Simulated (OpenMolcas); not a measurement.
# 5d² along the 70-electron sequence

```yaml
Program: OpenMolcas
Method: CASSCF
Basis: ANO-R2
Scalar_Hamiltonian: X2C, finite nucleus
Spin-orbit_coupling: state interaction with AMFI integrals over the reference wave functions, term energies averaged over their components
```

Active space for each ion: 2 electrons in 10 orbitals (5d 6d).

Computed levels in cm-1 above ³F₂:

```tsv
Level	W4+	Re5+	Os6+	Ir7+
³F₃	6574	8146	10209	12436
³F₄	12345	15048	18416	21933
³P₀	14764	16525	18160	19747
³P₁	18365	21143	24187	27354
¹G₄	24949	28986	33520	38335
³P₂	25579	30130	35442	41044
¹S₀	49305	56280	63358	70652
weight of ³F in the lowest level (%)	92	91	89	88
```

Mixed levels, with the weight of the term that names them: W4+ ³P₂ (59 %), Re5+ ³P₂ (58 %), Os6+ ³P₂ (56 %), Ir7+ ³P₂ (55 %).

Measured, with the error of the calculation in %. Measured levels: W4+ from the list in J. Phys. B 45, 065001 (2012); Os6+, Ir7+ from van het Hof, Joshi, Wyart and Sugar, J. Res. Natl. Inst. Stand. Technol. 100, 687 (1995).

```
Level            W4+           Os6+           Ir7+
  ³F₃                  10308 (-1.0)   12672 (-1.9)
  ³F₄   11519 (+7.2)                  21615 (+1.5)
  ³P₀  12839 (+15.0)  15837 (+14.7)  17254 (+14.4)
  ³P₁  16331 (+12.5)   22098 (+9.5)   25221 (+8.5)
  ¹G₄  22346 (+11.7)   31274 (+7.2)   36253 (+5.7)
  ³P₂  22615 (+13.1)   33127 (+7.0)               
  ¹S₀  43110 (+14.4)   57710 (+9.8)   65022 (+8.7)
```

The fine-structure level ³F₄ changes by a factor of 1.78 from W4+ to Ir7+. Its fourth root runs 10.54, 11.08, 11.65, 12.17, with steps per unit of Z of 0.53, 0.57, 0.52; equal steps would mean a (Z - σ)^4 law with constant σ.

³P₀ changes by a factor of 1.34 over the same range, with steps per unit of Z of +1760, +1640, +1590 cm-1.

Without dynamic correlation excited terms often stand tens of per cent too high (terms of higher spin than the ground term too low), and those without a measured partner can miss by more than the paired ones. Active for correlation alone: 6d; no level in the range computed is led by a configuration that fills it, so any true level of that kind is missing. Measured partners are found by configuration, term and J. A level has none where our copy of the source lacks it or the pairing is in doubt (some pairs that miss far off the trend of their configuration count as doubtful), and it then counts in no deviation. Only configurations of the active space appear.
